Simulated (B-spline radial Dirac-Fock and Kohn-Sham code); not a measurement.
# Run log: Si

ΔSCF core binding energies without Breit or QED terms, calculated with a B-spline atomic structure program. Keys: rel is the Hamiltonian (dirac, or spin-free x2c and nr, where L3 and M5 stand for the whole 2p and 3d shells), method is hf or an exchange,correlation pair (spin-unpolarised, also for the hole states), nuc the nuclear model, radius_factor scales its radius, rmax is the box in bohr, h the logarithmic mesh step, order the B-spline order, points the quadrature points per cell, c_factor scales the speed of light, and damp, ndamp, maxit and tol steer the iteration. The run stops when the commutator error falls below 10·tol·max(1, Z/10), or the numerical noise floor, and the energy has settled to about 1e-8 Ha; the virial ratio is −V/T.

Input (task.json):

```json
{"items": [{"Z": 14, "q": 0, "cfg": [[1, 0, 2], [2, 0, 2], [2, 1, 6], [3, 0, 2], [3, 1, 2]], "A": 28, "rrms": 3.1224, "do": "settings", "holes": ["K", "L3", "M5"],
  "settings": [{"rel": "dirac", "method": "hf", "nuc": "fermi", "radius_factor": 1.0, "rmax": 45.0, "h": 0.3, "order": 5, "points": 10, "c_factor": 1.0, "maxit": 60, "damp": 0.5, "ndamp": 3, "tol": 1e-08}]}]}
```

Command: `python xray2_run.py task.json out`

Ground-state iterations:

```
iter   energy (Ha)        error
   1     -288.64848322  5.29e-01
   2     -289.38619542  7.55e-02
   3     -289.45127869  2.40e-02
   4     -289.45978639  7.55e-03
   5     -289.46119400  2.77e-03
   6     -289.46130548  3.97e-04
   7     -289.46131053  7.15e-05
   8     -289.46131076  1.52e-05
   9     -289.46131077  1.71e-06
  10     -289.46131077  1.03e-07
```

The ground state converged in 10 iterations, with total energy -289.46131 Ha, virial ratio 1.99567 and highest orbital energy -7.56 eV. ΔSCF binding energies: K (1s) 1850.1 eV, L3 (2p3/2) 107.9 eV. Holes are computed only in closed shells, and unreliable hole states are left out.
